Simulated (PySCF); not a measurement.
**Structure revision by computed shifts**

A compound C7H12FN gives the data below (simulated from a calculation) and was assigned the structure `CCC1=C(F)N(C)CC1`.

¹³C{¹H} NMR (computed): δ 176.6 (C), 92.5 (CH2), 48.7 (CH), 46.1 (CH3, 2C), 22.6 (CH), 21.6 (CH2).

¹H NMR (300 MHz, computed): δ 4.73 (m, 1H), 4.73 (m, 1H), 2.30 (s, 6H), 1.73 (m, 1H), 1.49 (m, 1H), 1.10 (m, 1H), 0.36 (m, 1H).

PySCF calculation with shielding tensors at PBE0/pcSseg-1 (GIAO) and GFN2-xTB geometry; equivalent nuclei averaged, no solvent model, single conformer, relativity neglected.

Shifts are taken against calculated references (same method and geometry level): TMS for ¹H (σref 31.72), ¹³C (σref 186.93).

(1) Compare with the shifts computed for the proposed structure, pairing carbons in order of shift.

(2) Which isomer fits?

Answers

(1) Mapped SMILES: `[CH3:1][CH2:2][C:3]1=[C:4]([F:5])[N:6]([CH3:7])[CH2:8][CH2:9]1` (H(Xn): hydrogen on atom n).

```json
{"atom": "C4", "computed for proposal": "165.0", "given list": "176.6", "difference": "-11.6"}
{"atom": "C3", "computed for proposal": "91.5", "given list": "92.5", "difference": "-1.0"}
{"atom": "C8", "computed for proposal": "52.7", "given list": "48.7", "difference": "+4.0"}
{"atom": "C7", "computed for proposal": "36.9", "given list": "46.1", "difference": "-9.2"}
{"atom": "C9", "computed for proposal": "29.8", "given list": "46.1", "difference": "-16.3"}
{"atom": "C2", "computed for proposal": "22.3", "given list": "22.6", "difference": "-0.3"}
{"atom": "C1", "computed for proposal": "17.4", "given list": "21.6", "difference": "-4.2"}
```

The rms difference is 8.6 ppm and the largest -16.3 ppm at C9 (allylic sp3 CH2). The proposal also would give 7 carbon signals, not 6. The carbon types in order of shift don't match either: C, C, CH2, CH3, CH2, CH2, CH3 for the proposal against C, CH2, CH, CH3, CH3, CH, CH2 in the data. The proposal doesn't fit.

(2) SMILES C=C(F)[C@@H]1C[C@@H]1N(C)C.

1. Carbon types of the structure: 1 × C, 2 × CH, 2 × CH2, 2 × CH3, which accounts for all hydrogens.
2. δC 176.6: fully substituted alkene carbon.
3. δC 92.5: terminal =CH2 carbon.
4. δC 48.7, 22.6, 21.6: three-membered-ring carbon.
5. δH 4.73, 4.73: hydrogen on a terminal =CH2 carbon; attached to an sp2 carbon and in the plane of the double bond.

The shifts were computed for this structure.

Splittings by ¹⁹F in the carbon and heteronuclear signals aren't shown, as no couplings were computed. Shifts are as computed. Against solution values, carbons near 30 ppm lie about +3 ppm off and those near 130 ppm about +5 ppm. Of 1211 compounds with measured shifts, 218 miss one by over three times the rms of a fit or turn the order of signals round; such compounds aren't used in these exercises. Multiplicities follow the n + 1 count of equivalent neighbours, as no J values were calculated; m marks all less simple cases, F and P coupling included.
